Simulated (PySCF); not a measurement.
## Assignment exercise: C₂H₁₂O₂Si₄

Geometry (Å), atoms numbered from 1 in this order:
```xyz
20

C     1.7496   -0.6391    1.2269
Si    1.6338   -0.1374   -0.6000
C     2.9479    1.1521   -1.0578
O     0.1903    0.5666   -0.8761
Si   -1.4209    0.7428   -0.6937
Si   -2.4260    0.2680    1.3669
O    -3.2643   -0.8982    0.5222
Si   -2.8184   -1.0920   -1.0710
H     2.6830   -1.1496    1.4421
H     1.6906    0.2266    1.8815
H     0.9378   -1.3075    1.4989
H     1.6853   -1.3102   -1.4826
H     2.8110    1.5001   -2.0772
H     2.9006    2.0209   -0.4068
H     3.9482    0.7371   -0.9824
H    -1.6277    2.0380   -1.3668
H    -3.4511    1.1522    1.9247
H    -1.7699   -0.4395    2.4722
H    -4.0566   -0.9446   -1.8382
H    -2.3484   -2.4758   -1.1875
```

- GFN2-xTB structure
- shielding tensors at PBE0/pcSseg-1 (GIAO)
- code: PySCF 2.14
- non-relativistic Hamiltonian, fast rotation and ring inversion assumed for equivalent nuclei, one conformer, no solvent

References, each an isolated molecule treated in the same way: ¹H (σ = 31.72 ppm) vs TMS.

Question: Assign these signals to the numbered atoms. ¹H NMR (400 MHz, computed): δ 6.80 (m, 1H), 6.02 (m, 2H), 5.80 (m, 2H), 5.30 (sept, 1H), 0.24 (d, 6H).

Answer: 
6.80 → H16, hydrogen on a silicon bonded to O, 2 Si, in a 4-membered ring
6.02 → H18/H20, hydrogen on a silicon bonded to O, Si, in a 4-membered ring
5.80 → H17/H19, hydrogen on a silicon bonded to O, Si, in a 4-membered ring
5.30 → H12, hydrogen on a silicon bonded to 2 C, O
0.24 → H9/H10/H11/H13/H14/H15, hydrogen on a methyl carbon bonded to Si: an electropositive neighbour shields it, as in TMS itself

No couplings were computed; multiplicities are counted from neighbouring protons, with m where these are inequivalent, close in shift, in a saturated or five-membered ring or joined by F or P, and br s for small geminal =CH2 splittings.
